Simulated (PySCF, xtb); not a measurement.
Si(F)2(OH)2 (F2H2O2Si), SMILES O[Si](O)(F)F. Other conformers were not sampled.

Harmonic wavenumbers (cm⁻¹) from GFN2-xTB (xtb) at its own minimum, in rising order: 116, 190, 223, 287, 291, 297, 311, 773, 787, 821, 909, 994, 1042, 3672, 3678.

Question: What does ωB97X-D3(BJ)/def2-SVP (PySCF) give at its own minimum? (An estimate is asked for; the answer gives what the named calculation found.)

Answer: 103, 188, 263, 303, 359, 368, 380, 771, 779, 794, 975, 1017, 1042, 3945, 3951. Paired by order, the mean absolute difference is 63 cm⁻¹ and the zero-point energies are 20.6 and 21.8 kcal/mol.
